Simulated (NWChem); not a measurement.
All runs are NWChem calculations. System: DMAc (C4H9NO), charge 0, spin multiplicity 1, at a geometry optimised with PBE/def2-SVP. Level: B3LYP/def2-SVP, VWN1-RPA local correlation.

The NWChem input:

```
start mol
memory heap 200 mb stack 900 mb global 1100 mb
geometry units angstroms nocenter noautoz
  C      0.791935     1.702705     0.000000
  N     -0.141518     0.591208     0.000000
  C     -1.545104     0.944917     0.000000
  C      0.361772    -0.701577     0.000000
  C     -0.647635    -1.846845     0.000000
  O      1.572175    -0.925960     0.000000
  H      0.651737     2.342374     0.899824
  H      1.815530     1.286107     0.000000
  H      0.651737     2.342374    -0.899824
  H     -2.186585     0.047428     0.000000
  H     -1.806794     1.552499    -0.896658
  H     -1.806794     1.552499     0.896658
  H     -0.067943    -2.786108     0.000000
  H     -1.301733    -1.831575     0.895804
  H     -1.301733    -1.831575    -0.895804
  symmetry group Cs
end
basis spherical
  * library def2-svp
end
dft
  xc b3lyp
  semidirect memsize 60000000 filesize 0
  iterations 100
end
task dft energy
```

Part of the output:

```
             Northwest Computational Chemistry Package (NWChem) 7.3.0
             --------------------------------------------------------

                                NWChem Input Module
                                -------------------

 Scaling coordinates for geometry "geometry" by  1.889725989
 (inverse scale =  0.529177249)

 Turning off AUTOSYM since
 SYMMETRY directive was detected!

                             Geometry "geometry" -> ""
                             -------------------------

 Output coordinates in angstroms (scale by  1.889725989 to convert to a.u.)

  No.       Tag          Charge          X              Y              Z
 ---- ---------------- ---------- -------------- -------------- --------------
    1 C                    6.0000     0.79193500     1.70270500     0.00000000
    2 N                    7.0000    -0.14151800     0.59120800     0.00000000
    3 C                    6.0000    -1.54510400     0.94491700     0.00000000
    4 C                    6.0000     0.36177200    -0.70157700     0.00000000
    5 C                    6.0000    -0.64763500    -1.84684500     0.00000000
    6 O                    8.0000     1.57217500    -0.92596000     0.00000000
    7 H                    1.0000     0.65173700     2.34237400     0.89982400
    8 H                    1.0000     1.81553000     1.28610700     0.00000000
    9 H                    1.0000     0.65173700     2.34237400    -0.89982400
   10 H                    1.0000    -2.18658500     0.04742800     0.00000000
   11 H                    1.0000    -1.80679400     1.55249900    -0.89665800
   12 H                    1.0000    -1.80679400     1.55249900     0.89665800
   13 H                    1.0000    -0.06794300    -2.78610800     0.00000000
   14 H                    1.0000    -1.30173300    -1.83157500     0.89580400
   15 H                    1.0000    -1.30173300    -1.83157500    -0.89580400

 Effective nuclear repulsion energy (a.u.)     249.0342112896

            Nuclear Dipole moment (a.u.)
            ----------------------------
        X                 Y               Z
 ---------------- ---------------- ----------------
     0.0000075589    -0.0000018897     0.0000000000

      Symmetry information
      --------------------

 Group name             Cs
 Group number              2
 Group order               2
 No. of unique centers    12

      Symmetry unique atoms

     1    2    3    4    5    6    7    8   10   11   13   14


 Summary of "ao basis" -> "" (spherical)
 ------------------------------------------------------------------------------
       Tag                 Description            Shells   Functions and Types
 ---------------- ------------------------------  ------  ---------------------
 *                          def2-svp                  on all atoms

                                 NWChem DFT Module
                                 -----------------

 Summary of "ao basis" -> "ao basis" (spherical)
 ------------------------------------------------------------------------------
       Tag                 Description            Shells   Functions and Types
 ---------------- ------------------------------  ------  ---------------------
 C                          def2-svp                 6       14   3s2p1d
 N                          def2-svp                 6       14   3s2p1d
 O                          def2-svp                 6       14   3s2p1d
 H                          def2-svp                 3        5   2s1p
[...]
 d= 0,ls=0.0,diis     4   -287.6164287332 -4.01D-03  8.11D-04  2.92D-02     2.7
 d= 0,ls=0.0,diis     5   -287.6194275618 -3.00D-03  1.91D-04  1.04D-03     3.1
  Resetting Diis
 d= 0,ls=0.0,diis     6   -287.6195296545 -1.02D-04  6.68D-05  9.23D-05     3.4
 d= 0,ls=0.0,diis     7   -287.6195411886 -1.15D-05  3.43D-05  2.88D-06     3.8
 d= 0,ls=0.0,diis     8   -287.6195405454  6.43D-07  1.93D-05  9.48D-06     4.1
 d= 0,ls=0.0,diis     9   -287.6195415119 -9.66D-07  3.35D-06  3.48D-07     4.5

         Total DFT energy =     -287.619541511866
      One electron energy =     -882.469774042543
           Coulomb energy =      386.317236208511
    Exchange-Corr. energy =      -40.501214967408
 Nuclear repulsion energy =      249.034211289573

 Numeric. integr. density =       48.000012429077

     Total iterative time =      4.2s

                  Occupations of the irreducible representations
                  ----------------------------------------------

                     irrep           alpha         beta
                     --------     --------     --------
                     a'               19.0         19.0
                     a"                5.0          5.0

                       DFT Final Molecular Orbital Analysis
                       ------------------------------------

 Vector   22  Occ=2.000000D+00  E=-3.513426D-01  Symmetry=a"
              MO Center=  4.5D-01, -7.0D-01, -4.7D-16, r^2= 3.3D+00
   Bfn.  Coefficient  Atom+Function         Bfn.  Coefficient  Atom+Function
  ----- ------------  ---------------      ----- ------------  ---------------
    76      0.385461   6 O  pz               48      0.302708   4 C  pz
    79      0.246013   6 O  pz               62     -0.211916   5 C  pz
    51      0.188830   4 C  pz              120     -0.179249  14 H  s
   125      0.179249  15 H  s                20     -0.138867   2 N  pz
     6     -0.133057   1 C  pz               85     -0.113631   7 H  s

 Vector   23  Occ=2.000000D+00  E=-2.471719D-01  Symmetry=a'
              MO Center=  1.1D+00, -8.6D-01,  9.5D-17, r^2= 1.8D+00
   Bfn.  Coefficient  Atom+Function         Bfn.  Coefficient  Atom+Function
  ----- ------------  ---------------      ----- ------------  ---------------
    75      0.574424   6 O  py               78      0.397116   6 O  py
    17     -0.304722   2 N  s                59      0.293277   5 C  s
    50      0.199203   4 C  py               60      0.174201   5 C  px
    63      0.145564   5 C  px               19     -0.143997   2 N  py
    74      0.135462   6 O  px               22      0.129650   2 N  py

 Vector   24  Occ=2.000000D+00  E=-2.394521D-01  Symmetry=a"
              MO Center=  2.4D-01,  4.0D-01,  7.5D-16, r^2= 2.8D+00
   Bfn.  Coefficient  Atom+Function         Bfn.  Coefficient  Atom+Function
  ----- ------------  ---------------      ----- ------------  ---------------
    20      0.485609   2 N  pz               23     -0.412238   2 N  pz
    76      0.343811   6 O  pz               79      0.265951   6 O  pz
   105     -0.142021  11 H  s               110      0.142021  12 H  s
    85      0.132394   7 H  s                95     -0.132394   9 H  s
   106     -0.128936  11 H  s               111      0.128936  12 H  s

 Vector   25  Occ=0.000000D+00  E= 2.261128D-02  Symmetry=a"
              MO Center=  2.7D-01, -5.9D-01,  5.7D-16, r^2= 3.2D+00
   Bfn.  Coefficient  Atom+Function         Bfn.  Coefficient  Atom+Function
  ----- ------------  ---------------      ----- ------------  ---------------
    48      0.522013   4 C  pz               51      0.489522   4 C  pz
   121     -0.420525  14 H  s               126      0.420525  15 H  s
    79     -0.383221   6 O  pz               76     -0.360403   6 O  pz
    65      0.253601   5 C  pz               86      0.254792   7 H  s
    96     -0.254792   9 H  s                20      0.232141   2 N  pz

 Vector   26  Occ=0.000000D+00  E= 4.445947D-02  Symmetry=a'
              MO Center= -1.3D+00,  6.6D-01,  1.1D-14, r^2= 7.7D+00
   Bfn.  Coefficient  Atom+Function         Bfn.  Coefficient  Atom+Function
  ----- ------------  ---------------      ----- ------------  ---------------
    31      1.658170   3 C  s                59      1.489717   5 C  s
     3      0.973164   1 C  s               106     -0.866482  11 H  s
   111     -0.866482  12 H  s               101     -0.686582  10 H  s
   121     -0.656776  14 H  s               126     -0.656776  15 H  s
    86     -0.574574   7 H  s                96     -0.574574   9 H  s

 Vector   27  Occ=0.000000D+00  E= 7.510945D-02  Symmetry=a'
              MO Center= -8.5D-01,  2.8D-02,  1.4D-16, r^2= 9.2D+00
   Bfn.  Coefficient  Atom+Function         Bfn.  Coefficient  Atom+Function
  ----- ------------  ---------------      ----- ------------  ---------------
    59      2.011316   5 C  s                 3     -1.217518   1 C  s
   121     -0.884243  14 H  s               126     -0.884243  15 H  s
    86      0.808014   7 H  s                96      0.808014   9 H  s
   116     -0.616141  13 H  s               101     -0.573811  10 H  s
    36     -0.498670   3 C  py               45     -0.500580   4 C  s

 center of mass
 --------------
 x =   0.11507996 y =  -0.05744101 z =   0.00000000

 moments of inertia (a.u.)
 ------------------
         528.201050743097          34.491062376432           0.000000000000
          34.491062376432         379.024160844825           0.000000000000
           0.000000000000           0.000000000000         872.442331975827

     Multipole analysis of the density
     ---------------------------------

     L   x y z        total         alpha         beta         nuclear
     -   - - -        -----         -----         ----         -------
     0   0 0 0     -0.000000    -24.000000    -24.000000     48.000000

     1   1 0 0     -1.316630     -0.658319     -0.658319      0.000008
     1   0 1 0      0.561974      0.280988      0.280988     -0.000002
     1   0 0 1      0.000000      0.000000      0.000000      0.000000

     2   2 0 0    -30.199097   -122.503662   -122.503662    214.808227
     2   1 1 0      2.538050      5.939013      5.939013     -9.339976
     2   1 0 1      0.000000      0.000000      0.000000      0.000000
     2   0 2 0    -26.493341   -169.299698   -169.299698    312.106055
     2   0 1 1     -0.000000     -0.000000     -0.000000      0.000000
     2   0 0 2    -27.795749    -22.526079    -22.526079     17.256408

 Task  times  cpu:        4.5s     wall:        4.5s

 Total times  cpu:        4.5s     wall:        4.5s
```
